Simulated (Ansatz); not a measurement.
Basis sets compared for Cu₁₂S. Total charge 0; singlet. Geometry r2SCAN-D4/def2-SVP. Ansatz on 2 threads of AMD EPYC 7R13 on a shared host and a share (18 GiB) of an NVIDIA H100 80GB HBM3; times are rough, and most runs start from earlier orbitals.

```xyz
13

S     2.886    0.556   -1.569
Cu   -1.013    0.479   -0.546
Cu    0.411   -1.740   -0.344
Cu    0.829   -0.195   -2.036
Cu    2.406   -0.716    0.225
Cu   -2.680    2.188   -0.236
Cu    1.303    1.428   -0.242
Cu   -1.350   -1.404   -1.814
Cu   -2.209    0.655    1.485
Cu   -0.579    2.299    0.889
Cu   -1.482   -1.497    0.943
Cu    1.197   -2.115    1.784
Cu    0.280    0.061    1.463
```

Single mean-field runs in def2-TZVP are fitted with def2-universal-jkfit. Another isomer (singlet) lies 0.09 eV lower at PBE0-D4/def2-TZVP; other spin states weren't run for this one.

Binding counts from free atoms (S triplet, Cu doublet) in the same basis, without a counterpoise term.

```json
{"level": "PBE-D4/def2-SVP", "functions": "390", "energy (Eh)": "-20078.9887", "HOMO (eV)": "-4.23", "LUMO (eV)": "-3.35", "binding per atom (eV)": "3.12", "wall time": "7.5 s"}
{"level": "PBE0-D4/def2-SVP", "functions": "390", "energy (Eh)": "-20078.9565", "HOMO (eV)": "-4.67", "LUMO (eV)": "-2.64", "binding per atom (eV)": "2.62", "wall time": "8 s"}
```

(1) Estimate the rows for PBE-D4/def2-TZVP (with forces), PBE0-D4/def2-TZVP.

Answers

(1) 
| level | functions | energy (Eh) | HOMO (eV) | LUMO (eV) | binding per atom (eV) | wall time |
| --- | --- | --- | --- | --- | --- | --- |
| PBE-D4/def2-TZVP (with forces) | 577 | -20082.0620 | -4.55 | -3.65 | 2.49 | 9.5 s |
| PBE0-D4/def2-TZVP | 577 | -20081.9312 | -4.97 | -2.89 | 2.15 | 13 s |
